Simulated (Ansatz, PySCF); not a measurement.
Gas-phase reaction in SMILES: C/C=C\C#N + 3 C (CH4) -> C#N (CHN) + C=C (C2H4) + 2 CC (C2H6)
Structures are relaxed separately at B3LYP-D3(BJ)/def2-TZVP in Ansatz (a program for electronic structure). Unstable Hartree-Fock reference: C/C=C\C#N.

Wanted: bond separation energy (enthalpy at 298 K, with B3LYP-D3(BJ) rigid-rotor harmonic-oscillator terms from PySCF), in eV. Correlated levels leave the core frozen unless marked. Spin-orbit coupling is left out. No relativistic terms. CBS(X,Y): correlation extrapolated as X^-3; Hartree-Fock from the larger set. [CCSD(T)-MP2]/basis is that difference in the basis named.

```
level                                                     program  bond separation energy (eV)
-------------------------------------------------  --------------  ---------------------------
SVWN5/def2-TZVPD                                           Ansatz                         1.19
PBE-D4/def2-TZVPD                                  Ansatz + dftd4                         1.11
B97M-V/def2-TZVPD                                          Ansatz                         1.14
PBE0-D3(BJ)/def2-TZVP                              Ansatz + dftd3                         1.05
PBE0-D3(BJ)/def2-TZVPD                             Ansatz + dftd3                         1.05
BHLYP/def2-TZVPD                                           Ansatz                         0.94
CAM-B3LYP-D4/def2-TZVPD                            Ansatz + dftd4                         0.99
B2PLYP-D3(BJ)/def2-TZVPD                           Ansatz + dftd3                         1.01
B2PLYP-D4/def2-TZVPD                               Ansatz + dftd4                         1.00
RI-MP2/CBS(cc-pVTZ,cc-pVQZ)+[CCSD(T)-MP2]/cc-pVTZ          Ansatz                         0.91
```
